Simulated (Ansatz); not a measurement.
Basis sets compared for K₄Na₄. Total charge 0; singlet. Geometry B3LYP/def2-SVP. Ansatz on 4 threads of Arm Neoverse N1 on a shared host; times are rough, and most runs start from earlier orbitals.

```xyz
8

Na    0.5244    2.6051   -2.1161
Na    2.5757    2.0006    0.9598
Na   -0.9788    1.8835    1.0328
Na   -0.3875   -3.2414   -0.3971
K     1.2389   -1.1589    2.6458
K    -3.2203   -1.0208    1.9693
K     2.3512   -0.9158   -1.7673
K    -2.1036   -0.1522   -2.3271
```

The 6-31G sets use Cartesian d functions. B3LYP takes the VWN-RPA correlation. The restricted singlet is unstable towards broken spin symmetry in Hartree–Fock (as tested in another run); at PBE/def2-SVP, PBE/def2-TZVP, PBE/def2-TZVPD, B3LYP/6-31G and others this wasn't settled. The structure comes from a short search, and lower isomers may exist.

```json
{"level": "PBE/def2-SVP", "functions": "156", "energy (Eh)": "-3047.0399", "HOMO (eV)": "-2.65", "LUMO (eV)": "-1.75", "wall time": "10 s"}
{"level": "PBE/def2-TZVP", "functions": "260", "energy (Eh)": "-3047.5899", "HOMO (eV)": "-2.63", "LUMO (eV)": "-1.74", "wall time": "14 s"}
{"level": "B3LYP/6-31G", "functions": "168", "energy (Eh)": "-3048.8287", "HOMO (eV)": "-2.88", "LUMO (eV)": "-1.40", "wall time": "16 s"}
{"level": "B3LYP/def2-TZVP", "functions": "260", "energy (Eh)": "-3049.0114", "HOMO (eV)": "-2.87", "LUMO (eV)": "-1.40", "wall time": "24 s"}
{"level": "PBE0/def2-SVP", "functions": "156", "energy (Eh)": "-3047.2855", "HOMO (eV)": "-2.97", "LUMO (eV)": "-1.36", "wall time": "15 s"}
{"level": "PBE0/def2-TZVP", "functions": "260", "energy (Eh)": "-3047.8287", "HOMO (eV)": "-2.96", "LUMO (eV)": "-1.35", "wall time": "30 s"}
```

Task: Estimate the rows for PBE/def2-TZVPD, B3LYP/def2-TZVPD, PBE0/def2-TZVPD.

Result: 
```json
{"level": "PBE/def2-TZVPD", "functions": "284", "energy (Eh)": "-3047.5903", "HOMO (eV)": "-2.63", "LUMO (eV)": "-1.74", "wall time": "19 s"}
{"level": "B3LYP/def2-TZVPD", "functions": "284", "energy (Eh)": "-3049.0120", "HOMO (eV)": "-2.87", "LUMO (eV)": "-1.41", "wall time": "36 s"}
{"level": "PBE0/def2-TZVPD", "functions": "284", "energy (Eh)": "-3047.8289", "HOMO (eV)": "-2.96", "LUMO (eV)": "-1.35", "wall time": "34 s"}
```
